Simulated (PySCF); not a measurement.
**How methods differ on the ionisation energy of I²⁺**

I²⁺ [Kr] 4d10 5s2 5p3 (4S) → I³⁺ [Kr] 4d10 5s2 5p2 (3P), as a difference of total energies. Computed with PySCF 2.14 in aug-cc-pVTZ-PP with ECP28MDF (6s5p4d2f, 55 functions), with a scalar-relativistic core potential. Correlated levels: valence: 4s2 4p6 4d10 frozen. The calculations carry no spin-orbit coupling.

```tsv
method	ionisation energy (eV)
UHF	29.856
MP2 (valence)	30.293
SCS-MP2 (valence)	30.166
CCSD (valence)	30.276
CCSD(T) (valence)	30.300
```

Question: How much does correlation contribute at CCSD(T) (valence)?

Answer: 30.300 − (29.856) = 0.444 eV, measured against UHF.

The reference lies between the lowest fine-structure levels, while these numbers refer to the centres of the terms.

Errors of the correlated levels include the incompleteness of this basis and the frozen core.

For comparison: 29.57 ± 0.025 eV (measured; NIST Atomic Spectra Database, ionization energies).
